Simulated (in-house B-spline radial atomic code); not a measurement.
Results of a calculation; reference values are marked as such.
**Tc in an electron gas of r_s = 4: phase shifts, screening and friction**

A nucleus sits in a uniform electron gas with a rigid positive background. The Kohn-Sham equations are solved self-consistently in the spin-unpolarised LDA (PW92), non-relativistic, on B-splines with outgoing waves at the boundary and partial waves to l = 8. The model has no lattice, no bands and no magnetic solution. Atomic units; δ_l are the phase shifts at the Fermi level, counted so that each bound state adds π, and good to about 0.0005. A narrow, partly filled d or f resonance in a thin gas would split by spin, so such rows rest on a solution that is probably unstable.

The density parameter is r_s = 4 bohr.

```tsv
l	δ_l (rad)
0	12.7811
1	9.2989
2	5.4086
3	-0.0263
4	0.0000
5	-0.0001
6	-0.0002
7	-0.0003
8	-0.0003
```

Bound levels below the band bottom (hartree): s -17.69, p -14.59, d -8.889, s -2.114, p -1.213 and deeper ones.

(1) Check the Friedel sum rule, and say where the screening charge sits.

(2) Find the transport cross section and the electronic stopping of a 5 keV Tc ion (mass 97.91 u).

Results:

(1) k_F = (9π/4)^(1/3)/r_s = 0.47979. The rule is Z = (2/π) Σ (2l + 1) δ_l. The terms are s 8.137, p 17.760, d 17.216, f -0.117 and -0.008 beyond, in all 42.987 against Z = 43. Bound states hold 8 s, 18 p, 10 d electrons, so the scattering states carry 6.99 in all; where a term is smaller than its bound count, the bound level has drawn weight out of the band.

(2) σ_tr = (4π/k_F²) Σ (l + 1) sin²(δ_l − δ_(l+1)). The terms for l = 0 to 3 are 0.1116, 0.9267, 1.6882, 0.0028, all together 2.7292, so σ_tr = 54.589 × 2.7292 = 148.986 bohr². With n = 3/(4π r_s³) = 0.00373, the friction coefficient is Q = n k_F σ_tr = 0.2666. For v well below v_F = 0.480, dE/dx = Q v; with 24801 eV per u at v = 1, v = √(5000/(24801 × 97.91)) = 0.0454, so dE/dx = 0.01210 hartree/bohr = 6.22 eV/nm. The largest term couples the d and f waves.
